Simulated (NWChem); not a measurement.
# Correlation energy of H4AlClS

```xyz
7

Al    -0.6841    -0.7218    -0.4927
H     -0.3535    -2.2247    -0.1231
H     -2.1562    -0.1612    -0.6455
Cl     0.8462     0.3450    -1.5603
S     -0.2453     0.2650     1.8937
H      1.0995     0.1024     1.8863
H     -0.1569     1.5620     1.5129
```
Charge 0, spin multiplicity 1.

Everything below was run with NWChem. The geometry was optimised at B3LYP/def2-SVP, a minimum by its harmonic frequencies.

Basis set: def2-SVP. Each correlation energy counts from its own Hartree-Fock reference.

The correlated methods keep 15 core orbitals frozen. The structure started from a generated list of species. Coupled-cluster values serve here as a point of comparison, not as the truth.

Problem. One of these methods gave a correlation energy of -347.4 mHa. Which?
A) SCS-MP2
B) MP2
C) CCSD+T(CCSD)
D) CCSD

Solution. B, MP2. The others give -351.6 (SCS-MP2), -396.4 (CCSD), -404.5 (CCSD+T(CCSD)).
